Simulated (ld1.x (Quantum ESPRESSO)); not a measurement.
**thallium, TM: configuration errors across variants**

```json
{
  "Element": "Tl",
  "Generator": "ld1.x (Quantum ESPRESSO) 7.5",
  "Type": "norm-conserving Troullier–Martins (Kleinman–Bylander form)",
  "Functional": "PBE",
  "Relativity": "scalar-relativistic",
  "Frozen core": "[Xe] 4f14 5d10",
  "Valence charge": "3",
  "Reference configuration": "6s1 6p0 (charge +2)",
  "Partial waves": "6p (bound, empty): rc 2.30 bohr; 6s (bound): rc 1.65 bohr",
  "Local potential": "the s channel",
  "Core correction": "none"
}
```

All-electron excitation energies from the reference (eV): (1) 6s2 6p1 -25.947; (2) 6s2 6p0 -20.780; (3) 6s2 6p0.5 -24.093; (4) 6s1 6p1 -12.502; (5) 6s2 6p1.3 -26.440; (6) 6s0 6p3 -10.736; (7) 6s1 6p2 -18.544.

2 further variants failed, have other tests or another functional or relativity, and are left out.

A true bound ghost makes a file unfit for plane-wave use even where its test errors are small: the radial tests pick states by their node count and pass the ghost by.

Errors AE − PS in meV (a dash: test not solved or not reliable):

```tsv
change	(1)	(2)	(3)	(4)	(5)	(6)	(7)	bound ghosts
base	+447	+180	+313	+227	+511	+823	+558	none
all radii scaled by about 1.23 (s 2.02, p 2.82 bohr)	+443	+182	+312	+224	+506	+808	+552	none
local potential all-electron potential smoothed inside 1.50 bohr (lloc = -1)	+427	+174	+300	+222	+487	+807	+541	s, p, d
wave 6p (bound): rc 2.30 bohr becomes 6p (bound): rc 2.60 bohr	+448	+180	+314	+227	+512	+821	+558	none
```

(1) Give the same row for: wave 6s (bound): rc 1.65 bohr becomes 6s (bound): rc 1.82 bohr.

Results:

(1) +444, +181, +312, +225, +507, +808, +553; bound ghosts: none.
